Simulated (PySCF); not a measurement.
Electronic absorption of C7H10S

C7H10S.
SMILES: `CC(=S)[C@H]1C=C(C)C1`

Computed with PySCF, TDDFT CAM-B3LYP/def2-SVPD, vertical, gas phase, core orbitals frozen in the response. Geometry: PBE0-D3(BJ)/def2-SVP, one conformer, isolated molecule. Torsions of this conformer, `[CH3:1][C:2](=[S:3])[C@H:4]1[CH:5]=[C:6]([CH3:7])[CH2:8]1`: C1–C2–C4–C5 -28°.

Question: List the vertical singlet excitations with oscillator strengths and describe the spectrum.

Answer: 

| state | E (eV) | ν̃ (cm⁻¹) | f | main configurations (H = HOMO, L = LUMO) |
| --- | --- | --- | --- | --- |
| S1 | 2.55 | 20600 | 0.0000 | H→L (98%) |
| S2 | 5.09 | 41080 | 0.043 | H-1→L (97%) |
| S3 | 5.64 | 45500 | 0.302 | H-2→L (93%) |
| S4 | 6.02 | 48580 | 0.062 | H→L+1 (54%), H→L+3 (28%) |
| S5 | 6.21 | 50120 | 0.016 | H-3→L (69%), H-4→L (14%) |
| S6 | 6.38 | 51480 | 0.042 | H→L+2 (51%), H→L+6 (16%), H→L+3 (15%) |

The lowest singlet lies at 2.55 eV (486 nm, visible) and is dark (f under 0.0005); its leading configuration is HOMO→LUMO (98%). The strongest level in the table is S3 at 5.64 eV (220 nm, f = 0.302). S1 has the pattern of n→π* at C=S. The oscillator strengths of these states sum to 0.465; summed over the whole spectrum of an exact calculation they would give the number of electrons, 68 (Thomas–Reiche–Kuhn). Of the 6 states listed, 5 reach f = 0.01 and 1 stays under 0.0005. The listed states span 3.83 eV, and the widest gap between neighbours is 2.54 eV (S1 to S2). S1 lies in the visible range (380 to 750 nm), at 486 nm, dark in the vertical dipole picture (f under 0.0005); light of that wavelength is green-blue, and its complementary colour is orange. The window holds the lowest 6 singlets.

On one thread of an Arm Neoverse N1, shared host, this took 2.3 min wall (with the writing of density and orbital grids) and 1.2 GiB of memory at its peak.
